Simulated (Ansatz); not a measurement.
Geometry optimisation, UKS PBE/def2-SVP in Ansatz.

Input:

```yaml
crystal:
  periodic: [false, false, false]
  atoms:
    - { symbol: Hf, position_ang: [0.0, 0.0, 0.0] }
    - { symbol: Cl, position_ang: [0.0, 0.0, 2.77] }
    - { symbol: O, position_ang: [1.952, 0.0, -0.6893] }
    - { symbol: H, position_ang: [2.2684, -0.9521, -0.806] }
    - { symbol: O, position_ang: [-0.975, 1.6891, -0.6893] }
    - { symbol: H, position_ang: [-1.9328, 1.4584, -0.9117] }
    - { symbol: O, position_ang: [-0.975, -1.6891, -0.6893] }
    - { symbol: H, position_ang: [-1.4296, -2.1548, 0.0831] }
    - { symbol: O, position_ang: [0.0, 0.0, 4.66] }
    - { symbol: H, position_ang: [-0.5144, -0.8011, 4.9971] }
magnetization:
  spin_polarized: true
  initial_magnetization: 1
basis:
  gaussian: { orbitals: def2-SVP }
hamiltonian:
  xc: pbe
relax:
  f_tol: 0.15
  max_steps: 25
  restrain:
    - { distance: [1, 8], at: 1.59, k: 30.0 }
    - { distance: [0, 1], at: 3.72, k: 30.0 }
```

Launched with:

```bash
$ ansatz run input.yaml --threads 4 --pin off --max-ram 5120MiB --backend cpu --events-out ev --progress --plain --runs-dir out
```

Task: Where does it end, and by what steps?

Result: It converged. The restraints hold the end off the free minimum; the threshold counts their pulls, which the force column leaves out. Restrained pairs: Cl2–O9 (1.89 → 1.67 Å), Hf1–Cl2 (2.77 → 3.71 Å). After 9 steps the energy has risen by 0.267 eV (the restraints' own energy left out); H6 moved furthest, 0.76 Å.

```
step  energy less start (eV)  largest force component (eV/Å)  accepted
   0                  0.0000                           3.990       yes
   1                  0.3588                           3.106       yes
   2                  0.7939                           4.262       yes
   3                  0.6307                           2.682       yes
   4                  0.4788                           2.354       yes
   5                  0.3748                           2.167       yes
   6                  0.3144                           2.589       yes
   7                  0.2744                           2.757       yes
   8                  0.4320                           2.731        no
   9                  0.2673                           2.661       yes
```

```xyz
10
Properties=species:S:1:pos:R:3
Hf -0.134 -0.215 -0.597
Cl -0.034 0.063 3.100
O 1.799 -0.233 -0.726
H 2.734 -0.485 -0.698
O -1.055 1.483 -0.761
H -1.731 2.175 -0.741
O -1.131 -1.859 -0.402
H -1.612 -2.679 -0.234
O -0.037 0.087 4.769
H -0.406 -0.786 5.017
```

Run time: 51 s on 4 threads of Arm Neoverse N1 (shared host), peak memory 0.23 GiB.
